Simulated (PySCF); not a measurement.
**Stretching GaS**

Set-up: Ga cc-pVTZ-PP with ECP10, S cc-pV(T+d)Z; scalar-relativistic core potentials (PySCF 2.14). Energies in eV from Ga + S in their ground configurations at the same level. All curves are PBE0. state 1: ²Σ⁺ (doublet), unpaired electrons σ ↑; state 2: ²Π (doublet), unpaired electrons π ↑, a second solution, started from another occupation; state 3: quartet, unpaired electrons σ ↑, π ↑↑, a mixture of terms (⟨Lz²⟩ = 2.0), a second solution, started from another occupation.

```
R (Å)  state 1  state 2  state 3
1.788   -2.519   -0.568   1.9134
1.871   -3.169   -1.642   0.9116
1.954   -3.513   -2.376   0.2479
2.017   -3.628   -2.757  -0.0850
2.079   -3.655   -3.027  -0.3119
2.141   -3.620   -3.210  -0.4568
2.224   -3.506   -3.347  -0.5563
2.329   -3.299   -3.393  -0.5799
2.453   -3.010   -3.326  -0.5262
2.619   -2.610   -3.113  -0.4047
```

**Question.** Put a parabola through the three lowest points of the state 1 curve and estimate Re, k and ωe (reduced mass 21.84 u; 1 eV/Å² = 0.16022 mdyn/Å; ωe = 1302.8·√(k/μ) cm⁻¹).

**Answer.** Through R = 2.017, 2.079, 2.141 Å the second-order coefficient is 8.06 eV/Å², so Re ≈ 2.075 Å, k ≈ 2.58 mdyn/Å and ωe ≈ 448 cm⁻¹. A polynomial fit of higher order to the unrounded PBE0 energies gives Re = 2.072 Å, k = 2.69 mdyn/Å, ωe = 457 cm⁻¹; anharmonicity and rounding make the difference.

The higher-order fit for each curve: state 1: Re = 2.072 Å, ωe = 457 cm⁻¹, De = 3.66 eV; state 2: Re = 2.320 Å, ωe = 335 cm⁻¹, minimum 3.39 eV below the ground-state fragments; state 3: Re = 2.305 Å, ωe = 291 cm⁻¹, minimum 0.58 eV below the ground-state fragments.

Spin–orbit coupling is left out. Counting both spins, an empty level lies below a filled one in some of these solutions, because spin and occupation are held. The state is the lowest determinant that a PBE0 search found; another state may lie lower at other levels.
